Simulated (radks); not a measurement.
The numbers below are computed, except where a source is named.
Polarisability of the selenium ion Se4+, [Ar] 3d10 4s2, at imaginary frequency. Code: a radial shooting solver on a logarithmic mesh with Libxc functionals. Model: non-relativistic Kohn-Sham, LDA (Slater exchange, VWN5 correlation), spin-unpolarised, spherical densities, point nucleus. Response by self-consistent Sternheimer equations with the Hartree and adiabatic LDA kernel.

w (hartree),alpha1(iw) (bohr^3),alpha2(iw) (bohr^5)
0.00266,4.937,8.463
0.0143,4.935,8.462
0.0360,4.921,8.456
0.0697,4.876,8.435
0.118,4.767,8.381
0.186,4.537,8.263
0.280,4.119,8.022
0.413,3.472,7.562
0.605,2.649,6.748
0.892,1.816,5.472
1.35,1.144,3.821
2.12,0.6848,2.191
3.59,0.3869,1.008
6.94,0.1825,0.3580
17.5,0.04998,0.07580

Static values: alpha1 = 4.937 bohr^3 (0.7317 angstrom^3; uncoupled 8.415), alpha2 = 8.463 bohr^5, alpha3 = 26.89 bohr^7. C6 = 12.88, C8 = 142.3, triple-dipole C9 = 44.42 atomic units. One-pole (London) frequency 4 C6 / (3 alpha1^2) = 0.704 hartree, against 2.251 for minus the highest occupied eigenvalue. The dipole shielding factor is 0.882, as the force sum rule N/Z = 0.882 demands.
